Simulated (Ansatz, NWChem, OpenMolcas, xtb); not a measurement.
**Redistribution: CHBrClF + C3H4F2 → CH2BrCl + C3H3F3**

Gas-phase species: CHBrClF (bromochlorofluoromethane) `FC(Cl)Br`, singlet; C3H4F2 `C=C(F)CF`, singlet; CH2BrCl (bromochloromethane) `ClCBr`, singlet; C3H3F3 `F/C=C(/F)CF`, singlet. The partners trade F for H; both sit on C, so the bond types are kept.

Shapes, held fixed at every level: PBE0-D4/def2-TZVP. Flexible molecules stand in one conformer, not always the lowest. Programs: Ansatz 0.2.0, NWChem 7.3.0, OpenMolcas 26.06, xtb 6.7.1. A level may come from different programs for different species; with the same settings they agree closely. Electronic energies: no zero-point or thermal term.

Task: Estimate ΔE of this reaction.

Result: The highest level, CCSD(T)/def2-TZVPP, gives ΔE = +18.7 kJ/mol; the levels span +11.8 to +39.8. The column of differences is taken from that level and isn't an error. No measured value is set beside it here. Relativity is left out for Br. Outer-core shells of Br are correlated, in sets that cover them unevenly.

| level | kind | ΔE (kJ/mol) | less CCSD(T)/def2-TZVPP |
| --- | --- | --- | --- |
| GFN0-xTB | semi-empirical | +39.8 | +21.1 |
| B3LYP/6-31G* (Cartesian functions) | global hybrid | +11.8 | -6.9 |
| B3LYP-D4/def2-TZVPP | global hybrid | +18.2 | -0.5 |
| PBE0-D4/def2-TZVPP | global hybrid | +18.5 | -0.2 |
| wB97M-V/def2-TZVPP | range-separated hybrid | +20.8 | +2.1 |
| wB97X-V/def2-TZVPP | range-separated hybrid | +19.4 | +0.7 |
| MP2/def2-TZVPP | perturbation theory | +21.1 | +2.4 |
| CCSD/def2-TZVPP | coupled cluster or CI | +17.7 | -1.0 |
| CCSD(T)/def2-TZVPP | coupled cluster or CI | +18.7 | 0.0 |
